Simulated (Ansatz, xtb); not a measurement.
**Relative energy of two isomers of C4H5BrN2**

Structure X is `Nc1c[nH]c(Br)c1`, a singlet and structure Y is `Nc1cc[nH]c1Br`, a singlet. Both are isolated molecules in the gas phase, relaxed with B3LYP/def2-SVP; the shapes shown needn't be the lowest conformers.

X (Å):

```xyz
12

C    -0.8476   -0.6100   -1.1112
C     0.0627    0.0055   -1.9585
C     0.0620   -2.1779   -2.4563
C    -0.8491   -2.0063   -1.4303
Br    0.5634   -3.7441   -3.3682
N    -1.5830   -0.0153   -0.0773
N     0.6135   -0.9731   -2.7713
H    -2.4885   -0.4514    0.0724
H    -1.7022    0.9874   -0.1884
H     0.3693    1.0453   -2.0385
H     1.3052   -0.8244   -3.4929
H    -1.4384   -2.7887   -0.9583
```

Y (Å):

```xyz
12

C    -0.5799   -0.6101   -1.0772
C    -0.5951    0.0215   -2.3624
C    -0.4865   -0.9668   -3.3242
C    -0.4603   -1.9696   -1.3254
Br   -0.3636   -3.3942   -0.1003
N    -0.7308    0.0144    0.1627
N    -0.4101   -2.1758   -2.6900
H    -0.4440   -0.5697    0.9438
H    -0.2760    0.9212    0.2167
H    -0.6883    1.0899   -2.5484
H    -0.4626   -0.8955   -4.4091
H    -0.3259   -3.0816   -3.1303
```

Energies in hartree; the thermal terms are from GFN2-xTB frequencies at re-optimised GFN2-xTB minima (ideal gas, soft modes damped towards free rotors, one conformer each, 298.15 K, 1 atm) and include the zero-point energy:

|  | X | Y |
| --- | --- | --- |
| E, CCSD(T)/def2-SVP | −2836.316092 | −2836.318075 |
| E, MP2/def2-SVP | −2836.245785 | −2836.247694 |
| E, MP2/def2-TZVPP | −2837.094702 | −2837.096577 |
| zero-point energy | 0.086508 | 0.086538 |
| H(298 K) − E | 0.094332 | 0.094385 |
| G(298 K) − E | 0.054671 | 0.054617 |

Task: Correct the CCSD(T) difference for the basis set by the MP2 change, then work out ΔE, ΔE₀, ΔH and ΔG for X → Y in kJ/mol (1 Eh = 2625.50 kJ/mol) and the equilibrium ratio [Y]/[X].

Result: 1. Differences Y − X: CCSD(T) −0.001983, MP2 in the small set −0.001909, MP2 in the large set −0.001875 Eh.
2. ΔE = −0.001983 + (−0.001875 − (−0.001909)) = −0.001949 Eh = −5.12 kJ/mol.
3. ΔE₀ = ΔE + ΔZPE = −0.001949 + (+0.000030) Eh = −5.04 kJ/mol.
4. ΔH = ΔE + (+0.000053) Eh = −4.98 kJ/mol.
5. ΔG = ΔE + (−0.000054) Eh = −5.26 kJ/mol, so ΔS = (ΔH − ΔG)/T = +0.9 J/(mol K).
6. kT = 0.9442 mEh, so K = [Y]/[X] = exp(−ΔG/kT) = exp(+2.12) ≈ 8.3.

Structure Y is favoured at this temperature. An error of 4 kJ/mol in ΔG would change K by a factor of 5. Mirror images and further conformers aren't counted.

As drawn, both hold the same kinds of bond in the same numbers.

Other levels gave ΔE = −1.2 (GFN2-xTB); −0.2 (HF/STO-3G, GFN2-xTB geometries); −5.3 (r2SCAN-D4/def2-SVP, GFN2-xTB geometries); −3.9 (B3LYP/def2-SVP); −4.6 (HF/def2-SVP); −5.0 (MP2/def2-SVP); −5.2 (CCSD(T)/def2-SVP) kJ/mol. The correlated steps freeze 15 core orbitals; the filled d shell of Br is correlated, in a basis made for valence electrons. Programs: Ansatz 0.2.0, xtb 6.7.1.
